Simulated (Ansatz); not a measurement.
Isolated molecules relaxed with PBE0-D4/def2-TZVP in Ansatz; ΔE leaves out vibrations. CCSD(T)/CBS adds triple-zeta CCSD(T) − MP2 to the extrapolated MP2 energy (def2 sets, frozen cores). Functionals use def2-TZVPP. B3LYP here is the variant with VWN-RPA as its local correlation; programs differ in this. For Br outer-core shells are correlated without core-valence functions, which leaves a few kJ/mol of doubt a bond. Scalar relativity is left out up to krypton. Each species was taken in one conformer, which may not be the lowest.

Consider the redistribution: `[F][Al]([SH])[Br]` + `OC(O)N[SiH3]` → `[SH][AlH][Br]` + `OC(O)(F)N[SiH3]`.

| level | ΔE (kJ/mol) |
| --- | --- |
| r2SCAN-D4 | 176.7 |
| B3LYP | 184.8 |
| SCS-MP2/def2-TZVPP | 191.1 |
| CCSD(T)/def2-TZVPP | 183.6 |
| HF/def2-QZVPP | 179.7 |
| HF/CBS(def2) | 180.2 |
| MP2/CBS(def2) | 200.7 |
| CCSD/CBS(def2) | 191.8 |

Q: What does CCSD(T)/CBS give? (Best estimate.)

A: Computed: +190.7 kJ/mol. The listed levels differ from it by -14.0, -5.9, 0.4, -7.1, -11.0, -10.5, 10.0, 1.1 kJ/mol.

Largest T1 diagnostic among the species: 0.011.

In def2-TZVPP, CCSD(T) changes the Hartree–Fock value by +7.8 kJ/mol (the triples alone add −1.1 kJ/mol) and MP2 by +17.8 kJ/mol.
